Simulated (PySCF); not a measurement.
Spinor energies of Mn⁹⁺ (manganese, charge +9)

Start: [Ne] 3s2 3p4; 3p1/2 filled at m_j = -1/2, +1/2; 3p3/2 filled at m_j = +1/2, +3/2. Calculated with PySCF 2.14 in an even-tempered Gaussian basis (20 s from 0.53 bohr⁻², ratio 2.4; 14 p from 0.69 bohr⁻², ratio 2.4; 5 d from 4.2 bohr⁻², ratio 2.6; 4 f from 6.3 bohr⁻², ratio 2.6): generalised Hartree-Fock with the X2C-1e Hamiltonian and a Gaussian nucleus; one run each with spin-orbit coupling (SO) switched off, then screened by Boettger's factors.

```json
{"spinor shell": "1s1/2", "electrons": "2", "ε, spin-free (eV)": "-6818.9", "ε, screened SO (eV)": "-6818.7", "weight of nominal j (screened SO)": "1.000", "rms radius, screened SO (bohr)": "0.0703"}
{"spinor shell": "2s1/2", "electrons": "2", "ε, spin-free (eV)": "-1022.0", "ε, screened SO (eV)": "-1021.9", "weight of nominal j (screened SO)": "1.000", "rms radius, screened SO (bohr)": "0.300"}
{"spinor shell": "2p1/2", "electrons": "2", "ε, spin-free (eV)": "-895.50", "ε, screened SO (eV)": "-903.55", "weight of nominal j (screened SO)": "0.987", "rms radius, screened SO (bohr)": "0.269"}
{"spinor shell": "2p3/2", "electrons": "4", "ε, spin-free (eV)": "-895.50", "ε, screened SO (eV)": "-891.41", "weight of nominal j (screened SO)": "0.994", "rms radius, screened SO (bohr)": "0.272"}
{"spinor shell": "3s1/2", "electrons": "2", "ε, spin-free (eV)": "-288.17", "ε, screened SO (eV)": "-288.14", "weight of nominal j (screened SO)": "1.000", "rms radius, screened SO (bohr)": "0.820"}
{"spinor shell": "3p3/2", "electrons": "2", "ε, spin-free (eV)": "-252.18", "ε, screened SO (eV)": "-253.69", "weight of nominal j (screened SO)": "0.804", "rms radius, screened SO (bohr)": "0.835"}
{"spinor shell": "3p1/2", "electrons": "2", "ε, spin-free (eV)": "-252.18", "ε, screened SO (eV)": "-250.93", "weight of nominal j (screened SO)": "0.718", "rms radius, screened SO (bohr)": "0.835"}
```

| quantity | spin-free | screened SO |
| --- | --- | --- |
| E (hartree) | -1127.89378 | -1127.93626 |
| M_J | 2 | 2 |
| ⟨J²⟩ | 6.003 | 6.006 |
| ⟨L²⟩ | 2.002 | 2.141 |
| ⟨S²⟩ | 2.001 | 1.932 |

Each row is a mean over spinors that exchange with the open shell spreads, by up to 13.734 eV (3s1/2).

Rows whose weight is well below 1 are mixtures of j = l ± 1/2: exchange outweighs spin-orbit coupling there, and the label is only the starting occupation.

Without spin-orbit coupling the j labels of p, d and f shells carry no meaning; the spin-free column gives the mean over the occupied spinors of each nl shell.
